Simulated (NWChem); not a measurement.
System meant: C₄H₆S; SMILES C#C[C@H](C)S

NWChem input:

```
start job
memory heap 200 mb stack 900 mb global 1100 mb
geometry units angstroms noautosym nocenter noautoz
  C      0.802961    -2.341600    -0.150170
  C      0.269960    -1.276565     0.124774
  C     -0.385175    -0.008344     0.428344
  C     -1.763349     0.113896    -0.236391
  S      0.774868     1.354614    -0.101392
  H      1.276898    -3.283771    -0.386535
  H     -0.488909     0.073874     1.532018
  H     -1.664197     0.070882    -1.337984
  H     -2.241189     1.075532     0.036567
  H     -2.424908    -0.712746     0.094981
  H      0.017214     2.361239     0.420825
end
basis spherical
  C library def2-svp
  S library def2-svp
  H library def2-svp
end
dft
  xc xtpss03 ctpss03
  iterations 150
end
property
  shielding
end
task dft property
```

End of the output:

```
 Vector   26  Occ=0.000000D+00  E= 1.082551D-02
              MO Center=  3.6D-01, -1.0D+00,  5.2D-02, r^2= 4.3D+00
   Bfn.  Coefficient  Atom+Function         Bfn.  Coefficient  Atom+Function
  ----- ------------  ---------------      ----- ------------  ---------------
    45      0.626053   4 C  s                31     -0.546657   3 C  s
     9     -0.454847   1 C  pz               23      0.416106   2 C  pz
   101      0.400463  11 H  s                68     -0.389920   5 S  py
     7     -0.347369   1 C  px               21      0.342303   2 C  px
    20      0.322199   2 C  pz                6     -0.299152   1 C  pz

 center of mass
 --------------
 x =   0.13837146 y =   0.01626168 z =  -0.01933993

 moments of inertia (a.u.)
 ------------------
         608.881695107743           2.113935780791          -0.772782464481
           2.113935780791         322.334055201570           0.610079726541
          -0.772782464481           0.610079726541         872.946176266826

     Multipole analysis of the density
     ---------------------------------

     L   x y z        total         alpha         beta         nuclear
     -   - - -        -----         -----         ----         -------
     0   0 0 0     -0.000000    -23.000000    -23.000000     46.000000

     1   1 0 0     -0.586217     -0.689175     -0.689175      0.792133
     1   0 1 0     -0.033564     -0.189839     -0.189839      0.346115
     1   0 0 1      0.265653      0.381380      0.381380     -0.497108

     2   2 0 0    -28.363446   -101.675455   -101.675455    174.987464
     2   1 1 0     -2.546504      3.599474      3.599474     -9.745451
     2   1 0 1     -0.813658     -1.142011     -1.142011      1.470365
     2   0 2 0    -24.494130   -173.209269   -173.209269    321.924408
     2   0 1 1      1.621773     -1.022006     -1.022006      3.665785
     2   0 0 2    -28.828126    -25.669166    -25.669166     22.510206

          -----------------------------------------
          Chemical Shielding Tensors (GIAO, in ppm)
          -----------------------------------------

 ------------------------------------------------------------------------
  xtpss03: d2 not coded                    0
 ------------------------------------------------------------------------
 ------------------------------------------------------------------------
  current input line :
    28: task dft property
 ------------------------------------------------------------------------
 ------------------------------------------------------------------------
 This error has not yet been assigned to a category
 ------------------------------------------------------------------------
 For more information see the NWChem manual at https://nwchemgit.github.io

0: xtpss03: d2 not coded:Received an Error in Communication
```

Problem. Can this run be used? If not, why, and what is the fix?

Solution. The run crashed. Cause: this functional's second derivatives, which shieldings need, aren't coded here; the fix takes a hybrid GGA instead. This input runs:
```
start job
memory heap 200 mb stack 900 mb global 1100 mb
geometry units angstroms noautosym nocenter noautoz
  C      0.802961    -2.341600    -0.150170
  C      0.269960    -1.276565     0.124774
  C     -0.385175    -0.008344     0.428344
  C     -1.763349     0.113896    -0.236391
  S      0.774868     1.354614    -0.101392
  H      1.276898    -3.283771    -0.386535
  H     -0.488909     0.073874     1.532018
  H     -1.664197     0.070882    -1.337984
  H     -2.241189     1.075532     0.036567
  H     -2.424908    -0.712746     0.094981
  H      0.017214     2.361239     0.420825
end
basis spherical
  * library def2-svp
end
dft
  xc pbe0
  iterations 150
end
property
  shielding
end
task dft property
```
It converges to -553.57808 Ha (PBE0/def2-SVP, GIAO).
